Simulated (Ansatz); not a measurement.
CrHO, SMILES [OH][Cr] (connectivity only; charge and spin as stated), neutral, multiplicity 6.

Coordinates come from a PBE-D3(BJ)/def2-TZVP optimisation. The spin state was assumed, not searched.

Two levels are set side by side: PBE/def2-TZVPD (Ansatz, a quantum-chemistry and plane-wave program) and PBE0/def2-TZVPD (Ansatz). Energy differences of separate SCF runs at the same geometry; the states with an electron removed or added have multiplicity 5 and 7. Differences are taken from unrounded values.

| quantity | PBE0 |
|---|---|
| vertical ionisation energy (eV) | 7.71 |

### Question
What does PBE give, and how far is it from PBE0? (The exact figures need the calculation; the answer reports its results.)

### Answer

```json
[
 {"quantity": "vertical ionisation energy (eV)", "PBE": "7.84", "PBE minus PBE0": "0.13"}
]
```

On these quantities the two levels nearly agree.
